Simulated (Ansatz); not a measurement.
Geometry optimisation, Ansatz, RKS PBE0-D4/def2-SVP.

Input file:

```yaml
crystal:
  periodic: [false, false, false]
  atoms:
    - { symbol: Si, position_ang: [-0.868729, -1.085295, 0.297875] }
    - { symbol: C, position_ang: [1.179672, 1.01632, -0.895836] }
    - { symbol: O, position_ang: [-0.154317, -1.989381, -0.697889] }
    - { symbol: H, position_ang: [0.934438, -0.027037, -1.082886] }
    - { symbol: O, position_ang: [-2.122084, -0.08978, 0.007282] }
    - { symbol: O, position_ang: [-0.532263, -0.911151, 1.892169] }
    - { symbol: H, position_ang: [0.974953, 1.286415, 0.152206] }
    - { symbol: H, position_ang: [0.587233, 1.662828, -1.555982] }
    - { symbol: H, position_ang: [2.249425, 1.174315, -1.088722] }
    - { symbol: H, position_ang: [-2.45483, 0.406734, 0.762348] }
    - { symbol: H, position_ang: [0.206402, -1.44397, 2.209434] }
basis:
  gaussian: { orbitals: def2-SVP }
hamiltonian:
  xc: pbe0
  dispersion: d4
relax:
  f_tol: 0.03
  max_steps: 50
output:
  orbitals: {}
```

Launched with:

```bash
$ ansatz run input.yaml --threads 2 --pin off --max-ram 3072MiB --backend cpu --events-out ev --progress --plain --runs-dir out
```

Problem. Where does it end, and by what steps?

Solution. The run converged. After 8 steps the energy has fallen by 0.048 eV; H10 moved furthest, 0.41 Å.

```csv
step,energy less start (eV),largest force component (eV/Å),accepted
0,0.0000,0.517,yes
1,-0.0240,0.448,yes
2,-0.0368,0.255,yes
3,-0.0429,0.219,yes
4,-0.0457,0.166,yes
5,-0.0460,0.131,yes
6,-0.0476,0.054,yes
7,-0.0476,0.052,yes
8,-0.0479,0.017,yes
```

```xyz
11
Properties=species:S:1:pos:R:3
Si -0.839 -1.134 0.259
C 1.087 1.000 -0.809
O -0.333 -2.281 -0.607
H 0.966 -0.037 -1.162
O -1.985 -0.042 -0.123
O -0.402 -0.787 1.802
H 0.930 1.066 0.278
H 0.370 1.648 -1.329
H 2.114 1.319 -1.033
H -2.179 0.618 0.551
H 0.270 -1.369 2.174
```

Whether the end is a true minimum wasn't checked by a vibrational analysis.

Time of the run: 24 s on 2 threads of Arm Neoverse V1, with other jobs on the host, peak memory 0.22 GiB.
